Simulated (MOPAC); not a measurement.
MOPAC input (AM1):

```
AM1 FORCE THERMO(298,298) PRECISE LET UHF MS=0.5 GEO-OK AUX(PRECISION=9) THREADS=1
C2HClF

C     0.09794014 1   -0.82298231 1    0.06991842 1
C    -1.16339927 1   -0.42988521 1    0.08579464 1
F    -1.97627263 1    0.56341793 1    0.03060756 1
Cl    1.41867321 1    0.22178522 1   -0.07588659 1
H     0.35542758 1   -1.88656852 1    0.15382829 1
```

Output:

```
 *******************************************************************************
 **                                                                           **
 **                              MOPAC v23.2.5                                **
 **                                                                           **
 *******************************************************************************
 ** MOPAC's Digital Object Identifier: https://doi.org/10.5281/zenodo.6511958 **
 **                                                                           **
 ** Please cite the open-source release paper for use of this MOPAC version:  **
 ** J. E. Moussa and J. J. P. Stewart (2026)                                  **
 ** MOPAC: An open-source semiempirical molecular orbital program             **
 ** J. Open Source Softw., 11(119), 8025, https://doi.org/10.21105/joss.08025 **
 *******************************************************************************

                              AM1 CALCULATION RESULTS

 *******************************************************************************
 *  AM1        - The AM1 Hamiltonian to be used
 *  GEO-OK     - OVERRIDE INTERATOMIC DISTANCE AND OTHER SAFETY CHECKS
 *  UHF        - UNRESTRICTED HARTREE-FOCK CALCULATION
 *  MS=        - IN MECI, MAGNETIC COMPONENT OF SPIN =  0.5
 *  LET        - OVERRIDE SOME SAFETY CHECKS
 *  PRECISE    - TIGHTER CRITERIA TO BE USED
 *  FORCE      - FORCE CALCULATION SPECIFIED
 *  AUX        - OUTPUT AUXILIARY INFORMATION
 *  THERMO     - THERMODYNAMIC QUANTITIES TO BE CALCULATED
 *******************************************************************************
AM1 FORCE THERMO(298,298) PRECISE LET UHF MS=0.5 GEO-OK AUX(PRECISION=9) THREADS=1
 C2HClF

   ATOM   CHEMICAL          X               Y               Z
  NUMBER   SYMBOL      (ANGSTROMS)     (ANGSTROMS)     (ANGSTROMS)

     1       C          0.09794014  *  -0.82298231  *   0.06991842  *
     2       C         -1.16339927  *  -0.42988521  *   0.08579464  *
     3       F         -1.97627263  *   0.56341793  *   0.03060756  *
     4      Cl          1.41867321  *   0.22178522  *  -0.07588659  *
     5       H          0.35542758  *  -1.88656852  *   0.15382829  *

          CARTESIAN COORDINATES

    NO.       ATOM           X           Y           Z

     1         C          0.0979     -0.8230      0.0699
     2         C         -1.1634     -0.4299      0.0858
     3         F         -1.9763      0.5634      0.0306
     4        Cl          1.4187      0.2218     -0.0759
     5         H          0.3554     -1.8866      0.1538

  H: (AM1): M.J.S. DEWAR ET AL, J. AM. CHEM. SOC. 107 3902-3909 (1985)
  C: (AM1): M.J.S. DEWAR ET AL, J. AM. CHEM. SOC. 107 3902-3909 (1985)
  F: (AM1): M.J.S. DEWAR AND E. G. ZOEBISCH, THEOCHEM, 180, 1 (1988).
 Cl: (AM1): M.J.S. DEWAR AND E. G. ZOEBISCH, THEOCHEM, 180, 1 (1988).

           Empirical Formula: C2 H F Cl  =     5 atoms

      MOLECULAR POINT GROUP   :   Cs

          UHF CALCULATION, NO. OF ALPHA ELECTRONS =   12
                           NO. OF BETA  ELECTRONS =   11

[...]
 TRANSITION DIPOLE   0.5796         C 1 -- Cl4          +5.9% ( 25.5%)      0.0%
 TRAVEL (Ang.)       0.2717         C 1 -- C 2          +5.6% ( 24.9%)      0.0%
 REDUCED MASS        1.1823
 EFFECTIVE MASS      2.6103
 FORCE CONSTANT      0.4160

 VIBRATION          5    3A'         ATOM PAIR     ENERGY CONTRIBUTION    RADIAL
 FREQUENCY           833.76         C 1 -- Cl4         +46.1% (112.3%)     86.9%
 TRANSITION DIPOLE   1.6782         C 1 -- C 2         +33.9% ( 96.2%)      1.4%
 TRAVEL (Ang.)       0.1073         C 1 -- H 5         +17.9% ( 69.9%)     69.5%
 REDUCED MASS        7.0300         C 2 -- F 3          +2.2% ( 24.3%)     99.1%
 EFFECTIVE MASS     19.1372
 FORCE CONSTANT      2.8793

 VIBRATION          6    4A'         ATOM PAIR     ENERGY CONTRIBUTION    RADIAL
 FREQUENCY          1120.17         C 1 -- H 5         +63.9% ( 88.3%)      5.1%
 TRANSITION DIPOLE   0.4605         C 2 -- F 3         +16.0% ( 44.1%)     97.8%
 TRAVEL (Ang.)       0.2240         C 1 -- Cl4         +10.3% ( 35.4%)     54.9%
 REDUCED MASS        1.1996         C 1 -- C 2          +9.9% ( 34.8%)     92.6%
 EFFECTIVE MASS      5.8272
 FORCE CONSTANT      0.8869

 VIBRATION          7    5A'         ATOM PAIR     ENERGY CONTRIBUTION    RADIAL
 FREQUENCY          1276.19         C 1 -- H 5         +36.0% ( 80.8%)      0.7%
 TRANSITION DIPOLE   1.2849         C 1 -- C 2         +23.4% ( 65.1%)     54.0%
 TRAVEL (Ang.)       0.1294         C 1 -- Cl4         +22.7% ( 64.2%)     59.9%
 REDUCED MASS        3.1542         C 2 -- F 3         +17.9% ( 57.0%)     86.9%
 EFFECTIVE MASS     10.5321
 FORCE CONSTANT      3.0267

 VIBRATION          8    6A'         ATOM PAIR     ENERGY CONTRIBUTION    RADIAL
 FREQUENCY          1885.50         C 1 -- C 2         +49.0% ( 90.8%)     96.4%
 TRANSITION DIPOLE   2.1951         C 2 -- F 3         +39.9% ( 82.0%)     96.0%
 TRAVEL (Ang.)       0.0747         C 1 -- Cl4          +5.8% ( 31.3%)     33.9%
 REDUCED MASS        6.4169         C 1 -- H 5          +5.2% ( 29.6%)     18.9%
 EFFECTIVE MASS     12.6357
 FORCE CONSTANT     13.4408

 VIBRATION          9    7A'         ATOM PAIR     ENERGY CONTRIBUTION    RADIAL
 FREQUENCY          3170.14         C 1 -- H 5         +98.1% (100.0%)     99.9%
 TRANSITION DIPOLE   0.7202         C 1 -- Cl4          +1.0% (  9.9%)     13.4%
 TRAVEL (Ang.)       0.1512         C 1 -- C 2          +0.9% (  9.8%)     31.1%
 REDUCED MASS        0.9300
 EFFECTIVE MASS      1.4191
 FORCE CONSTANT      5.5066

      SYMMETRY NUMBER FOR POINT-GROUP Cs  =  1

          SYSTEM IS A GROUND STATE

 C2HClF

          MOLECULE IS NOT LINEAR

          THERE ARE  9 GENUINE VIBRATIONS IN THIS SYSTEM
          THIS THERMODYNAMICS CALCULATION IS LIMITED TO
          MOLECULES WHICH HAVE NO INTERNAL ROTATIONS

                    CALCULATED THERMODYNAMIC PROPERTIES
                                          *
   TEMP. (K)   PARTITION FUNCTION   H.O.F.    ENTHALPY  HEAT CAPACITY ENTROPY
                                   KCAL/MOL   CAL/MOLE    CAL/K/MOL  CAL/K/MOL

 298.00  VIB.     0.2247D+01                   784.2340     6.0757     4.2407
         ROT.     0.6141D+05                   888.2803     2.9808    24.8904
         INT.     0.1380D+06                  1672.5143     9.0565    29.1311
         TRA.     0.6850D+27                  1480.4672     4.9680    39.0312
         TOT.                       -0.353    3152.9815    14.0245    68.1624

   *: NOTE: HEATS OF FORMATION ARE RELATIVE TO THE
            ELEMENTS IN THEIR STANDARD STATE AT 298K
              (=  Standard Enthalpy of Formation).

            Hvib:  Zero-point energy is not included.
                   frequencies of less than zero cm-1 are not included.
            Hrot = (3/2)RT
            Htra = (3/2)RT + pV = (5/2)RT

            Heat capacity is Cp, not Cv

          For more information, see: HTTP://OpenMOPAC.net/Manual/thermochemistry.html

           FORCE CONSTANT IN CARTESIAN COORDINATES (Millidynes/A)

    ATOM   CHEMICAL       X               Y               Z
   NUMBER   SYMBOL  FORCE CONSTANT  FORCE CONSTANT  FORCE CONSTANT

      1       C       12.142262        7.085914        1.194178
      2       C       16.366289        4.554431        0.684724
      3       F        7.895562        3.219179        0.218836
      4      Cl        1.981543        3.344398        0.082350
      5       H        2.106637        4.231342        0.276798

 **********************
 *                    *
 * JOB ENDED NORMALLY *
 *                    *
 **********************

 == MOPAC DONE ==
```
